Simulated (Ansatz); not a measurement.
TiBr3 was relaxed with PBE-D4 (def2-SVP) in Ansatz in these states: charge +1 singlet, neutral doublet. The geometries follow in no particular order.

A:

```xyz
4

Ti   -0.4964   -0.1050    0.2777
Br    0.7446    1.3884    1.4578
Br   -0.9302    0.7505   -1.7820
Br    0.6820   -2.0339    0.0465
```

B:

```tsv
atom	x (Å)	y (Å)	z (Å)
Ti1	-0.001	0.001	-0.003
Br2	-2.019	-1.105	0.436
Br3	0.383	2.133	0.889
Br4	1.637	-1.029	-1.322
```

Q: Judge from the bond lengths which geometry belongs to which state (an estimate).

A: A is the charge +1 singlet (Ti1–Br2 2.272 Å, Ti1–Br4 2.272 Å, Ti1–Br3 2.272 Å); B is the neutral doublet (Ti1–Br2 2.342 Å, Ti1–Br4 2.342 Å, Ti1–Br3 2.342 Å).
